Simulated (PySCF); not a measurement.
A GIAO shielding run with PySCF 2.14 (density fitting, non-relativistic, gas phase) on `C[C@@H]1CS[Si@@H](C)C1`, C5H12SSi:

```
$ OMP_NUM_THREADS=1 python probes_run.py task.json out

{"job": {"kind": "nmr", "xc": "PBE0", "basis": "pcSseg-1"}, "charge": 0, "multiplicity": 1}
C     -2.414739     0.656244     0.218168
C     -1.044415     0.226660    -0.297623
C     -1.088531    -1.210625    -0.797634
S      0.565077    -1.731594    -1.373791
Si     1.573918    -0.602291     0.157179
C      2.924878     0.495636    -0.587934
C      0.036150     0.338781     0.779722
H     -2.724896     0.021358     1.046025
H     -2.380739     1.685538     0.567825
H     -3.161637     0.584820    -0.569547
H     -0.766149     0.867792    -1.141928
H     -1.392135    -1.892114    -0.001946
H     -1.764695    -1.328039    -1.642835
H      2.098676    -1.521737     1.169818
H      3.660756    -0.108394    -1.109197
H      3.439833     1.051192     0.188683
H      2.520051     1.208537    -1.301307
H      0.239451     1.385107     1.003065
H     -0.330659    -0.117620     1.700959
```

Hardware: 1 thread of an Arm Neoverse N1, shared host. The job also computes population analyses, field gradients, ring-centre shieldings.

Task: How large is the calculation?

Result: 72 electrons, 193 basis functions and 1045 auxiliary functions.

Task: How long does it take, and how much memory does it need?

Result: 54 s of wall time, with 12 SCF cycles and 4 response iterations; peak memory 0.86 GiB. Times on a shared host scatter by some tens of per cent.
